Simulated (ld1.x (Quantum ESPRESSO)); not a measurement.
chromium (Cr): one change to a TM potential, before and after

chromium (Cr), norm-conserving Troullier–Martins (Kleinman–Bylander form), made with ld1.x (Quantum ESPRESSO) 7.5 (PBEsol, scalar-relativistic). Core [Ne] 3s2, reference 3p6 3d4 4s0 4p0 (charge +2). Waves: 4s (bound, empty): rc 1.70 bohr; 3d (bound): rc 1.40 bohr; 3p (bound): rc 1.05 bohr. Local part: the p channel. Core correction: a·sin(br)/r model core inside 0.70 bohr.

Change: local potential the s channel.

Cutoffs: the cutoffs (Ry, on a coarse ladder) from which the occupation-weighted sum of valence levels, in a spherical-Bessel basis at the reference potential, stays within 10 and 1 mRy of its value at 400 Ry; they do not see the model core or the augmentation charge, which bear on the density cutoff. Errors are all-electron minus pseudo energies relative to the spin-unpolarised reference configuration.

Problem. What does the change do?

Solution. The potential gets neither clearly harder nor softer (110 Ry and 160 Ry → 110 Ry and 180 Ry); the bound ghost in s disappears; of the 7 tests that both files solve, the error grows in 7 and shrinks in 0 by more than 15 % and 0.3 meV (median size 22.2 → 149.6 meV); the range in which the s phases agree narrows (upper end 0.2 → -0.8); the range in which the p phases agree narrows (upper end at the end of the scan → -2.8). In the separable form a ghost depends on how the local part lies against the semilocal potential of the channel, so the choice of the local part can create or remove one.

```csv
quantity,base,changed
"cutoff, loose",110 Ry,110 Ry
"cutoff, tight",160 Ry,180 Ry
bound ghosts,s,none
"error for 3p6 3d5 4s1 4p0, meV [ΔE -22.89 eV]",-22,-60
"error for 3p6 3d5 4s0 4p0, meV [ΔE -16.01 eV]",-15,-150
"error for 3p6 3d3 4s0 4p0, meV [ΔE 30.71 eV]",-31,-258
"error for 3p5 3d5 4s1 4p0, meV [ΔE 28.53 eV]",-24,-44
"error for 3p6 3d4 4s1 4p1, meV [ΔE -19.35 eV]",+4.7,-456
"error for 3p6 3d2 4s0 4p0, meV [ΔE 79.02 eV]",-129,-1040
"error for 3p6 3d4 4s1 4p0, meV [ΔE -14.88 eV]",-3.4,+4.1
s: phases at 1.85 bohr within 0.05 rad from the reference energy up to (Ry; the scan ends near 5),0.2,-0.8
p: phases at 1.85 bohr within 0.05 rad from the reference energy up to (Ry; the scan ends near 5),to the end of the scan,-2.8
d: phases at 1.85 bohr within 0.05 rad from the reference energy up to (Ry; the scan ends near 5),2.1,-0.5
```

Changed file: These tests converged, but a pseudo level misses the all-electron one widely, so the file describes the atom poorly there or has found another state: 3p6 3d2 4s0 4p0: empty 4s by 4.7 eV (a node warning on the way). A true bound ghost makes a file unfit for plane-wave use even where its test errors are small: the radial tests pick states by their node count and pass the ghost by.
